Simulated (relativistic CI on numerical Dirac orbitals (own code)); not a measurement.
## Crystal-field levels of Co⁵⁺, 3d4

Calculated by Dirac-Coulomb-Breit CI, orbitals from a KLI potential per configuration, model QED (radiative potential, 1s self-energy scaled to tabulated hydrogen-like ionisation energies), valence Slater integrals scaled by 0.9, one configuration in a parametric crystal field (own radial code). With so little scaling, terms lie 10 to 35 % too far apart, which can change the order of excited levels.

Field parameters in Wybourne normalisation: Oh B⁴₀ = 21Dq, B⁴₄ = √(5/14) B⁴₀. The field is a parameter set, without covalency.

S is read from ⟨S²⟩ = S(S + 1).

Site symmetry Oh; labels are those of the double group. Computed levels in cm⁻¹ above the lowest, in rising order:

| Δ (size of 10Dq) | Lowest | No. 2 | No. 3 | No. 4 | No. 5 | No. 6 | No. 7 | No. 8 |
| --- | --- | --- | --- | --- | --- | --- | --- | --- |
| 5900 | A1 | 53 T1 | 105 E | 144 T2 | 185 A2 | 5744 T2 | 5773 T1 | 5812 A1 |
| 10600 | A1 | 38 T1 | 76 E | 106 T2 | 136 A2 | 10384 T2 | 10391 T1 | 10399 A1 |
| 15300 | A1 | 36 T1 | 72 E | 100 T2 | 128 A2 | 15054 A1 | 15062 T1 | 15066 T2 |
| 20000 | A1 | 41 T1 | 81 E | 111 T2 | 142 A2 | 11183 A1 | 11543 T1 | 12063 T2 |
| 24700 | A1 | 59 T1 | 115 E | 155 T2 | 196 A2 | 6900 A1 | 7249 T1 | 7777 T2 |
| 29400 | A1 | 150 T1 | 287 E | 365 T2 | 448 A2 | 2956 A1 | 3217 T1 | 3647 T2 |
| 34100 | A1 | 455 T1 | 1148 E | 1273 T2 | 2784 A2 | 2936 T2 | 3066 E | 3093 T1 |
| 38800 | A1 | 440 T1 | 1143 E | 1173 T2 | 7080 A2 | 7114 T2 | 7148 E | 7175 T1 |
| 43500 | A1 | 430 T1 | 1130 E | 1143 T2 | 11575 A2 | 11592 T2 | 11609 E | 11625 T1 |

Ground-state S against |10Dq| in cm⁻¹: 5900: 2.00, 10600: 2.00, 15300: 2.00, 20000: 1.99, 24700: 1.98, 29400: 1.89, 34100: 1.15, 38800: 1.03, 43500: 1.01.

The spin changes between |10Dq| = 29400 and 34100 cm⁻¹.
